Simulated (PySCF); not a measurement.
**Ionisation energy of Pb²⁺ by level of theory**

Pb²⁺ [Xe] 4f14 5d10 6s2 (1S) → Pb³⁺ [Xe] 4f14 5d10 6s1 (2S), as a difference of total energies. Computed with PySCF 2.14 in aug-cc-pwCVDZ-PP with ECP60MDF (6s5p4d1f, 48 functions), with scalar relativity through the core potential. Correlated levels: valence: 5s2 5p6 5d10 frozen. The calculations carry no spin-orbit coupling.

```json
{"method": "UHF", "ionisation energy (eV)": "29.763", "error (eV)": "-2.174"}
{"method": "MP2 (valence)", "ionisation energy (eV)": "30.303", "error (eV)": "-1.634"}
{"method": "SCS-MP2 (valence)", "ionisation energy (eV)": "30.411", "error (eV)": "-1.526"}
{"method": "CCSD (valence)", "ionisation energy (eV)": "30.502", "error (eV)": "-1.435"}
```

Reference: 31.937 eV (measured; NIST Atomic Spectra Database, ionization energies).

Errors of the correlated levels include the incompleteness of this basis and the frozen core.

With two correlated electrons CCSD is exact in that space.
